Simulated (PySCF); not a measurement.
PySCF input for ZnBr₂, SMILES [Br][Zn][Br], PBE-D3(BJ)/def2-SVP. The structure is a stationary point at PBE-D3(BJ)/def2-SVP. The isomer is the one that the SMILES or the coordinates give; other isomers of the formula were not compared.

```python
import numpy as np
from pyscf import gto, scf, dft, df
from pyscf.hessian import thermo

mol = gto.M(
    atom='''
    Zn    0.00000000    0.00000000    0.00000000
    Br    0.00000000    0.00000000   -2.23707664
    Br    0.00000000    0.00000000    2.23707664
    ''',
    basis='def2-SVP',
    charge=0,
    spin=0,
    max_memory=1600,
    verbose=3,
)
mf = dft.RKS(mol, xc='pbe').density_fit(auxbasis='def2-universal-jkfit')
mf.disp = 'd3bj'
mf.grids.level = 3
mf.conv_tol = 1e-11
mf.max_cycle = 100
mf.kernel()

# [left out here: the lines that compute and print the analytic Hessian (its translational invariance restored by hand, since the grid's response is missing), thermochemistry and intensities]
```

It prints:

```
converged SCF energy = -6925.89427534955

WARN: DFTD3 does not support analytical Hessian, using finite difference


WARN: Mole.unit (angstrom) is changed to Bohr

Mode                                 0                   1                   2
Irrep
Freq [cm^-1]                       74.9438             74.9438            212.5920
Reduced mass [au]                  69.0226             69.0226             79.9040
Force const [Dyne/A]                0.2284              0.2284              2.1277
Char temp [K]                     107.8274            107.8274            305.8726
Normal mode                   x     y     z       x     y     z       x     y     z
       0  Zn                -0.01  0.10 -0.00    0.10  0.01 -0.00   -0.00 -0.00  0.00
       1  Br                 0.00 -0.04  0.00   -0.04 -0.00  0.00    0.00  0.00  0.08
       2  Br                 0.00 -0.04 -0.00   -0.04 -0.00 -0.00    0.00  0.00 -0.08
Mode                                 3
Irrep
Freq [cm^-1]                      391.0205
Reduced mass [au]                  69.0226
Force const [Dyne/A]                6.2179
Char temp [K]                     562.5914
Normal mode                   x     y     z
       0  Zn                -0.00 -0.00 -0.10
       1  Br                 0.00  0.00  0.04
       2  Br                 0.00  0.00  0.04
temperature 298.1500 [K]
pressure 101325.00 [Pa]
Rotational constants [GHz] inf 0.63191 0.63191
Symmetry number 2
Zero-point energy (ZPE) 0.00172 [Eh]   4506.931 [J/mol]
                           tot       elec      trans        rot        vib
Entropy [J/mol/K]       301.550      0.000    176.304     78.989     46.257
Cv [J/mol/K]             51.089      0.000     12.472      8.314     30.302
Cp [J/mol/K]             59.403      0.000     20.786      8.314     30.302
Internal energy [J/mol]                      3718.434   2478.956  10878.731
Internal energy [Eh]   -6925.88777  -6925.89428
Enthalpy [J/mol]                             6197.391   2478.956  10878.731
Enthalpy [Eh]          -6925.88683
Gibbs free energy [J/mol]                  -46367.695 -21071.538  -2912.899
Gibbs free energy [Eh] -6925.92107
mode   freq/cm-1   IR/(km/mol)
   1       74.94         6.681
   2       74.94         6.681
   3      212.59         0.000
   4      391.02        53.364
max |gradient| / (hartree/bohr): 5.2439862403371416e-05
APT charges: [ 0.9071 -0.4536 -0.4536]
```

The calculation finished and met its thresholds.

Cost: very roughly 60 core-seconds.
